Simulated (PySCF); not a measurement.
Correlation energy of Mn²⁺ (manganese, charge +2)

[Ar] 3d4 4p1, one real determinant (an excited configuration). Calculation: PySCF 2.14, in aug-cc-pVTZ with one added diffuse shell each of s, p, d, f, g type (9s8p6d4f3g, 118 functions); the non-relativistic Hamiltonian (point nucleus). Frozen: [Ar]; 5 electrons correlated.

MP2 pair energies summed by pair of shells (mhartree):

| pair | energy | share (%) |
| --- | --- | --- |
| 3d-3d | -39.32 | 82.1 |
| 3d-4p | -8.55 | 17.9 |

Total MP2 correlation energy: -47.87 mhartree.

Same-spin part -47.87 and opposite-spin part 0.00 mhartree; SCS-MP2 scales them by 1/3 and 6/5 to -15.96 mhartree.

The reference is one real determinant that mixes LS terms of this configuration.
